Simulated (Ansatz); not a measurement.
Isolated molecules relaxed with PBE0-D4/def2-TZVP in Ansatz; ΔE leaves out vibrations. CCSD(T)/CBS is the MP2 limit (def2-TZVPP, def2-QZVPP) plus CCSD(T) − MP2 in def2-TZVPP, frozen cores. This one scheme is used for every species. Functionals use def2-TZVPP. Each species was taken in one conformer, which may not be the lowest.

Reaction (substitution at a C–O bond): `CO[SiH](N)N` + `[SiH]S` → `CS[SiH]` + `N[SiH](N)O`

```
         level  ΔE (eV)
       ωB97M-V    -0.49
        B2PLYP    -0.50
           PBE    -0.56
        r2SCAN    -0.54
          PBE0    -0.54
 HF/def2-TZVPP    -0.36
MP2/def2-QZVPP    -0.60
  HF/CBS(def2)    -0.36
```

Question: What does CCSD(T)/CBS give? (Best estimate.)

Answer: The calculation gave: -0.54 eV. The listed levels differ from it by 0.05, 0.04, -0.02, 0.00, 0.00, 0.18, -0.06, 0.18 eV.

Largest T1 diagnostic among the species: 0.016.

In def2-TZVPP, CCSD(T) changes the Hartree–Fock value by −0.13 eV (the triples alone add −0.03 eV) and MP2 by −0.21 eV.
